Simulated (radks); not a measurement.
Isoelectronic series with 49 electrons, all held in the configuration [Kr] 4d10 5s2 5p1, which need not be the ground one along the series. Method: scalar-relativistic Kohn-Sham, BLYP, spin-polarised, spherical densities, finite nucleus; open shells are filled with parallel spins first (spin-orbit coupling, left out, can overturn this in heavy ions); Fermi nuclear charge, rms radius of each element as measured or else 0.836 A^(1/3) + 0.57 fm; computed with a radial shooting solver on a logarithmic mesh with Libxc functionals. Total energies (hartree) and mean radii <r> (bohr) (* marks an orbital that is empty in some or all of the ions):

In: E (hartree) -5882.11154; 5p down* 3.813; 5p up 3.710; 5s down 2.605; 5s up 2.612
Te3+: E (hartree) -6792.94285; 5p down* 2.240; 5p up 2.230; 5s down 1.920; 5s up 1.923
Cs6+: E (hartree) -7778.8270; 5p down* 1.754; 5p up 1.752; 5s down 1.575; 5s up 1.578
Ce9+: E (hartree) -8840.7605; 5p down* 1.473; 5p up 1.472; 5s down 1.352; 5s up 1.354
Pm12+: E (hartree) -9980.0473; 5p down* 1.280; 5p up 1.280; 5s down 1.190; 5s up 1.191
Gd15+: E (hartree) -11198.1808; 5p down* 1.137; 5p up 1.137; 5s down 1.065; 5s up 1.067
Ho18+: E (hartree) -12496.9563; 5p down* 1.025; 5p up 1.025; 5s down 0.9656; 5s up 0.9668
Yb21+: E (hartree) -13878.2447; 5p down* 0.9345; 5p up 0.9349; 5s down 0.8834; 5s up 0.8845
Ta24+: E (hartree) -15344.2662; 5p down* 0.8593; 5p up 0.8597; 5s down 0.8142; 5s up 0.8151
Os27+: E (hartree) -16897.3773; 5p down* 0.7957; 5p up 0.7961; 5s down 0.7548; 5s up 0.7556
